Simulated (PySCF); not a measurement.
**Electron correlation in Ar³⁺ (argon, charge +3)**

Starting occupation: [Ne] 3s2 3p3, 3p1/2 with m_j = -1/2, +1/2, 3p3/2 with m_j = +3/2. Calculation: PySCF 2.14, in x2c-SVPall-2c; X2C-1e with screened-nucleus spin-orbit coupling, Gaussian nucleus. Frozen: [Ne]; 5 electrons correlated.

MP2 pair energies summed by pair of shells (mhartree):

| pair | energy | share (%) |
| --- | --- | --- |
| 3p-3s | -47.98 | 65.5 |
| 3p-3p | -18.16 | 24.8 |
| 3s-3s | -7.12 | 9.7 |

Total MP2 correlation energy: -73.27 mhartree.

The GHF reference relaxed away from the jj start to a determinant that is no pure jj level (⟨S²⟩ = 3.75, ⟨J²⟩ = 3.75); the energies belong to that determinant.
